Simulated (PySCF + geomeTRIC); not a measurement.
Species: H4GeO, SMILES `[OH][GeH3]` (charge 0, multiplicity 1).

Problem. Give a relaxed geometry from r2SCAN-D4/def2-TZVP (PySCF + geomeTRIC).

Solution. the end point of this relaxation (outside a Z-matrix the atoms follow the SMILES, hydrogens last).
Z-matrix (Å, degrees):
```
Ge
O 1 1.7859
H 2 0.9627 1 111.87
H 1 1.5272 2 103.98 3 -179.79
H 1 1.5384 4 111.54 2 118.49
H 1 1.5384 4 111.55 5 123.01
```
